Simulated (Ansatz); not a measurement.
Total energies of Ga₆P₄F₆ from Ansatz at PBE-D4/def2-TZVP, gas phase (1 Eh = 27.2114 eV = 2625.5 kJ/mol). The reference geometry is relaxed at PBE-D4/def2-SVP.

| atom | x (Å) | y (Å) | z (Å) |
| --- | --- | --- | --- |
| P1 | 0.540 | -0.302 | -0.565 |
| P2 | -0.956 | -1.874 | 0.174 |
| P3 | -0.196 | 1.478 | 0.628 |
| P4 | 2.652 | -0.557 | 0.234 |
| Ga5 | -2.666 | 1.610 | -0.832 |
| Ga6 | -0.750 | -0.473 | 2.109 |
| Ga7 | -2.369 | -0.959 | -3.414 |
| Ga8 | 0.523 | 0.805 | -3.084 |
| Ga9 | 1.601 | -1.190 | 2.342 |
| Ga10 | 2.089 | 1.565 | 1.040 |
| F11 | -1.692 | 1.107 | -2.573 |
| F12 | -2.007 | -0.200 | 3.344 |
| F13 | -2.170 | -1.027 | -0.804 |
| F14 | -0.418 | -0.883 | -3.769 |
| F15 | 2.731 | -1.967 | 3.474 |
| F16 | 3.091 | 2.867 | 1.696 |

```json
{"state": "charge 0 singlet", "geometry": "reference", "energy (Eh)": "-13511.54399"}
{"state": "charge 1 doublet", "geometry": "reference", "energy (Eh)": "-13511.26997"}
{"state": "charge -1 doublet", "geometry": "reference", "energy (Eh)": "-13511.61739"}
{"state": "free P atom (quartet)", "geometry": "–", "energy (Eh)": "-341.10299"}
{"state": "free Ga atom (doublet)", "geometry": "–", "energy (Eh)": "-1924.51515"}
{"state": "free F atom (doublet)", "geometry": "–", "energy (Eh)": "-99.66912"}
```

Single mean-field runs in def2-TZVP are fitted with def2-universal-jkfit.

Task: Work out the vertical ionisation energy to the doublet.

Result: E(charge 1 doublet) − E(charge 0 singlet) = -13511.26997 − (-13511.54399) = 0.27402 Eh = 7.46 eV. For comparison, −ε of the highest occupied level is 5.53 eV at this level, 1.93 eV less.

Task: Work out the vertical electron affinity, to the doublet.

Result: E(charge 0 singlet) − E(charge -1 doublet) = -13511.54399 − (-13511.61739) = 0.07340 Eh = 2.00 eV. The basis lacks diffuse functions, which makes affinities too small.

Task: Give the fundamental gap IE − EA, the Mulliken electronegativity (IE + EA)/2 and the hardness (IE − EA)/2.

Result: From the values in Eh: IE − EA = 0.27402 − 0.07340 = 0.20062 Eh = 5.46 eV; (IE + EA)/2 = 4.73 eV; (IE − EA)/2 = 2.73 eV. The HOMO–LUMO gap of the same run is 1.79 eV, 3.67 eV smaller than the fundamental gap.

Task: What is the binding energy per atom against free atoms?

Result: Atoms: 4 × (-341.10299) + 6 × (-1924.51515) + 6 × (-99.66912) = -13509.51758 Eh. Binding: -13509.51758 − (-13511.54399) = 2.02641 Eh = 55.14 eV, or 3.45 eV for each of 16 atoms (no zero-point energy, no counterpoise term).
